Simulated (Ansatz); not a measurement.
Al₇⁺. Charge 1, multiplicity 1. Geometry r2SCAN-D4/def2-SVP, that of the neutral doublet.

```
atom   x (Å)   y (Å)   z (Å)
 Al1   1.872  -0.577  -0.802
 Al2  -0.543  -0.297  -1.647
 Al3   1.100  -0.364   1.772
 Al4   0.785   1.571   0.105
 Al5  -1.367  -0.065   1.104
 Al6  -1.707   1.839  -0.667
 Al7  -0.139  -2.108   0.135
```

The structure comes from a short search, and lower isomers may exist.

Question: Estimate the orbital energies around the gap (eV) in Ansatz with PBE-D4/def2-TZVP, r2SCAN-D4/def2-TZVP, PBE0-D4/def2-TZVP.

Answer: 
```tsv
orbital	PBE-D4/def2-TZVP	r2SCAN-D4/def2-TZVP	PBE0-D4/def2-TZVP
HOMO−5	-10.87	-11.04	-11.54
HOMO−4	-10.03	-10.12	-10.68
HOMO−3	-10.02	-10.12	-10.68
HOMO−2	-9.03	-9.20	-9.68
HOMO−1	-9.02	-9.16	-9.68
HOMO	-9.02	-9.16	-9.65
LUMO	-8.22	-8.25	-7.63
LUMO+1	-7.33	-7.30	-6.73
LUMO+2	-7.33	-7.30	-6.73
LUMO+3	-6.88	-6.81	-6.31
LUMO+4	-6.30	-6.20	-5.68
LUMO+5	-6.30	-6.20	-5.68
```
